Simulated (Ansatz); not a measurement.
Stepwise reaction of `O=C=N[SiH2]N=C=O` with water, as a gas-phase model of exchange steps in deposition or etching. ΔE in kJ/mol.

Program: Ansatz. Geometries: PBE0-D4/def2-TZVP. ΔE: electronic, gas phase. CCSD(T)/CBS adds triple-zeta CCSD(T) − MP2 to the extrapolated MP2 energy (def2 sets, frozen cores). This one scheme is used for every species. Functionals use def2-TZVPP. B3LYP here is the variant with VWN-RPA as its local correlation; programs differ in this. One conformer a species, not always the lowest.

```json
{"step": "1", "reaction": "`O=C=N[SiH2]N=C=O` + H₂O → `O=C=N[SiH2]O` + `N=C=O`", "PBE-D4": "-9.4", "B3LYP-D4": "-7.2", "ωB97M-V": "-10.1", "CCSD(T)/CBS": "-5.5"}
```

Q: Give the row of step 2, `O=C=N[SiH2]O` + H₂O → `O[SiH2]O` + `N=C=O`. (Best estimate.)

A: Computed: 
```csv
step,reaction,PBE-D4,B3LYP-D4,ωB97M-V,CCSD(T)/CBS
2,`O=C=N[SiH2]O` + H₂O → `O[SiH2]O` + `N=C=O`,-8.5,-6.6,-9.1,-4.5
```

Q: By hand: ΔE of the 2 steps together at CCSD(T)/CBS.

A: (-5.5) + (-4.5) = -10.0 kJ/mol, or -5.0 kJ/mol a step.

In ΔE the steps differ by no more than 1.0 kJ/mol. PBE-D4 differs from CCSD(T)/CBS by -4.0 to -3.9 kJ/mol a step. Isolated molecules leave out the surface, adducts and barriers. Largest T1 diagnostic: 0.018.
